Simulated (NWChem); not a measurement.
A series in which one site is exchanged, each optimised at PBE0/def2-SVP with NWChem, gas phase unless a solvent is named. All stand in one matching conformer (torsions within 35°), which need not be the lowest. This build's default masses of Se (78.918 u) and Br (79.917 u) are each other's, which moves their modes by up to 0.6 %. Some are not confirmed as minima by frequencies. def2 effective core potentials on I; no spin-orbit coupling.

A: C[O][AlH][Br] (CH₄AlBrO; site = Br)
B: [I][AlH][O]C (CH4AlIO; site = I)
C: C[O][AlH][Cl] (CH₄AlClO; site = Cl)
D: [O](C)[AlH][F] (CH4AlFO; site = F)

### Question
Rank them by static polarisability, PBE/def2-SVPD (bohr³), lowest first.

### Answer
D (44.8), C (59.5), A (68.1), B (83.2)
